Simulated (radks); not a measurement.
Spherical quantum dot in the effective-mass picture: electrons in a parabolic well V = omega^2 r^2 / 2 with omega = 1.16, with a point charge +2 (a donor) at the centre, all in effective atomic units (hartree* = m*/eps^2 hartree, bohr* = eps/m* bohr), one dielectric constant everywhere. Method: non-relativistic Kohn-Sham, PBEsol, spin-polarised, spherical densities; computed with a radial shooting solver with Libxc functionals. Levels are named by radial order and angular momentum (1s, 1p, 1d, 2s, ...), and open shells are averaged over m.

N = 9, configuration 1s2 1p6 2s(up 1, down 0). This is the lowest configuration that the search found. Occupied and some empty levels:

| level | occupation | eigenvalue (hartree*) | <r> (bohr*) |
|---|---|---|---|
| 1s up | 1 | 4.8057 | 0.8402 |
| 1s down | 1 | 4.8591 | 0.8563 |
| 1p up | 3 | 6.2819 | 1.548 |
| 1p down | 3 | 6.3069 | 1.540 |
| 2s up | 1 | 6.6818 | 1.617 |
| 2s down | 0 | 6.7417 | 1.615 |
| 1d up | 0 | 7.2240 | 1.857 |
| 1d down | 0 | 7.2580 | 1.853 |
| 1f up | 0 | 8.1729 | 2.087 |
| 2p up | 0 | 8.1834 | 1.874 |
| 2p down | 0 | 8.2090 | 1.885 |
| 1f down | 0 | 8.2107 | 2.088 |
| 1g up | 0 | 9.1535 | 2.286 |
| 1g down | 0 | 9.1905 | 2.290 |

Energy (hartree*): total 29.5457, kinetic 12.301, external -4.0603, Hartree 26.004, exchange-correlation -4.6986.
